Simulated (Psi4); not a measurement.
CH₆GeO, singlet, at a GFN2-xTB geometry; B3LYP/pcseg-2 (Psi4 1.11).

Here is a job for Psi4.
```
memory 2 GB

molecule mol {
0 1
  Ge    0.718440   -0.109763    0.111355
  O    -0.889261   -0.120003   -0.577067
  C    -2.033221    0.484420   -0.016807
  H     1.445895   -0.889114   -0.922995
  H     1.211940    1.304952    0.255593
  H     0.707646   -0.769754    1.464152
  H    -1.906356    1.565010    0.089588
  H    -2.864623    0.290729   -0.696229
  H    -2.271180    0.064095    0.963903
}

set basis pcseg-2
set reference rks

energy('b3lyp')
print_variables()
```

Output, abridged:

```
   => Loading Basis Set <=

    Name: PCSEG-2
    Role: ORBITAL
    Keyword: BASIS

         ---------------------------------------------------------
                                   SCF
               by Justin Turney, Rob Parrish, Andy Simmonett
                          and Daniel G. A. Smith
                              RKS Reference
         ---------------------------------------------------------

  ==> Geometry <==

    Molecular point group: c1
    Full point group: C1

    Geometry (in Angstrom), charge = 0, multiplicity = 1:

       Center              X                  Y                   Z               Mass
    ------------   -----------------  -----------------  -----------------  -----------------
         GE           0.618589377044    -0.085291323842     0.111700363221    73.921177761000
         O           -0.989111622956    -0.095531323842    -0.576721636779    15.994914619570
         C           -2.133071622956     0.508891676158    -0.016461636779    12.000000000000
         H            1.346044377044    -0.864642323842    -0.922649636779     1.007825032230
         H            1.112089377044     1.329423676158     0.255938363221     1.007825032230
         H            0.607795377044    -0.745282323842     1.464497363221     1.007825032230
         H           -2.006206622956     1.589481676158     0.089933363221     1.007825032230
         H           -2.964473622956     0.315200676158    -0.695883636779     1.007825032230
         H           -2.371030622956     0.088566676158     0.964248363221     1.007825032230

  Running in c1 symmetry.

  Rotational constants: A =      1.11307  B =      0.12934  C =      0.12373 [cm^-1]
  Rotational constants: A =  33368.93457  B =   3877.44307  C =   3709.42001 [MHz]
  Nuclear repulsion =  206.129168670214199

  Charge       = 0
  Multiplicity = 1
  Electrons    = 52
  Nalpha       = 26
  Nbeta        = 26

  ==> Algorithm <==

  SCF Algorithm Type is DF.
  DIIS enabled.
  MOM disabled.
  Fractional occupation disabled.
  Guess Type is SAD.
  Energy threshold   = 1.00e-06
  Density threshold  = 1.00e-06
  Integral threshold = 1.00e-12

  ==> Primary Basis <==

  Basis Set: PCSEG-2
    Blend: PCSEG-2
    Number of shells: 71
    Number of basis functions: 187
    Number of Cartesian functions: 209
    Spherical Harmonics?: true
    Max angular momentum: 3

  ==> DFT Potential <==

   => LibXC <=

    Version 7.1.2
    S. Lehtola, C. Steigemann, M. J. T. Oliveira, and M. A. L. Marques,  SoftwareX 7, 1–5 (2018) (10.1016/j.softx.2017.11.002)

   => Composite Functional: B3LYP <=

    B3LYP Hyb-GGA Exchange-Correlation Functional

    P. J. Stephens, F. J. Devlin, C. F. Chabalowski, and M. J. Frisch,  J. Phys. Chem. 98, 11623 (1994) (10.1021/j100096a001)

    Deriv               =              1
    GGA                 =           TRUE
    Meta                =          FALSE

    Exchange Hybrid     =           TRUE
    MP2 Hybrid          =          FALSE

   => Exchange Functionals <=

    0.0800   Slater exchange
    0.7200         Becke 88

   => Exact (HF) Exchange <=

    0.2000               HF

   => Correlation Functionals <=

    0.1900   Vosko, Wilk & Nusair (VWN5_RPA)
    0.8100   Lee, Yang & Parr

   => LibXC Density Thresholds  <==

    XC_HYB_GGA_XC_B3LYP:  1.00E-15

   => Molecular Quadrature <=

    Radial Scheme          =       TREUTLER
    Pruning Scheme         =           NONE
    Nuclear Scheme         =       TREUTLER

    Blocking Scheme        =         OCTREE
    BS radius alpha        =              1
    Pruning alpha          =              1
    Radial Points          =             75
    Spherical Points       =            302
    Total Points           =         195411
    Total Blocks           =           1494
    Max Points             =            256
    Max Functions          =            186
    Weights Tolerance      =       1.00E-15

   => Loading Basis Set <=

    Name: (PCSEG-2 AUX)
    Role: JKFIT
    Keyword: DF_BASIS_SCF

  ==> Integral Setup <==

  SCF_SUBTYPE=INCORE selected. In-core MEM_DF algorithm will be used.
  Using in-core AOs.

  ==> MemDFJK: Density-Fitted J/K Matrices <==

    J tasked:                   Yes
    K tasked:                   Yes
    wK tasked:                   No
    Algorithm:                 Core
    Schwarz Cutoff:           1E-12
    Mask sparsity (%):       4.0607
    Fitting Condition:        1E-10

   => Auxiliary Basis Set <=

  Basis Set: (PCSEG-2 AUX)
    Blend: DEF2-UNIVERSAL-JKFIT
    Number of shells: 146
    Number of basis functions: 526
    Number of Cartesian functions: 673
    Spherical Harmonics?: true
    Max angular momentum: 5

  Minimum eigenvalue in the overlap matrix is 1.4038980800E-03.
  Reciprocal condition number of the overlap matrix is 1.7825093017E-04.
    Using symmetric orthogonalization.

  ==> Pre-Iterations <==

  SCF Guess: Superposition of Atomic Densities via on-the-fly atomic UHF (no occupation information).

   -------------------------
    Irrep   Nso     Nmo
   -------------------------
     A        187     187
   -------------------------
    Total     187     187
   -------------------------

  ==> Iterations <==

                           Total Energy        Delta E     RMS |[F,P]|

   @DF-RKS iter SAD: -2190.62021530770608   -2.19062e+03   0.00000e+00
   @DF-RKS iter   1: -2192.69352033026189   -2.07331e+00   1.20047e-02 ADIIS/DIIS
   @DF-RKS iter   2: -2190.53077453570995    2.16275e+00   2.34391e-02 ADIIS/DIIS
   @DF-RKS iter   3: -2194.04990231988359   -3.51913e+00   1.51374e-03 ADIIS/DIIS
   @DF-RKS iter   4: -2194.06123918949424   -1.13369e-02   1.18472e-03 ADIIS/DIIS
   @DF-RKS iter   5: -2194.07927697245350   -1.80378e-02   2.14115e-04 ADIIS/DIIS
   @DF-RKS iter   6: -2194.07983249261133   -5.55520e-04   6.83848e-05 DIIS
   @DF-RKS iter   7: -2194.07990175182113   -6.92592e-05   8.68823e-06 DIIS
   @DF-RKS iter   8: -2194.07990312829088   -1.37647e-06   8.22841e-07 DIIS
   @DF-RKS iter   9: -2194.07990313855953   -1.02686e-08   1.52055e-07 DIIS
  Energy and wave function converged.

  ==> Post-Iterations <==

   Electrons on quadrature grid:
      Ntotal   =   51.9999788647 ; deviation = -2.114e-05

    Orbital Energies [Eh]
    ---------------------

    Doubly Occupied:

[...]
    Virtual:

[...]
    Final Occupation by Irrep:
              A
    DOCC [    26 ]
    NA   [    26 ]
    NB   [    26 ]

  @DF-RKS Final Energy: -2194.07990313855953

   => Energetics <=

    Nuclear Repulsion Energy =            206.1291686702141988
    One-Electron Energy =               -3465.0013072182750875
    Two-Electron Energy =                1141.6700646203760243
    DFT Exchange-Correlation Energy =     -76.8778292108745944
    Empirical Dispersion Energy =           0.0000000000000000
    VV10 Nonlocal Energy =                  0.0000000000000000
    Total Energy =                      -2194.0799031385595299

Computation Completed

Properties will be evaluated at   0.000000,   0.000000,   0.000000 [a0]

Properties computed using the SCF density matrix

 Multipole Moments:

 ------------------------------------------------------------------------------------
     Multipole            Electronic (a.u.)      Nuclear  (a.u.)        Total (a.u.)
 ------------------------------------------------------------------------------------

 L = 1.  Multiply by 2.5417464519 to convert [e a0] to [Debye]
 Dipole X            :          9.8606309           -9.8119199            0.0487111
 Dipole Y            :         -2.1996202            2.4047240            0.2051039
 Dipole Z            :          0.3384969            0.0339260            0.3724229
 Magnitude           :                                                    0.4279477

 ------------------------------------------------------------------------------------

  Variable Map:
  ----------------------------------------------------------------------------
[...]
  Array Variable Map:
  ----------------------------------------------------------------------------
[...]
[...]
```
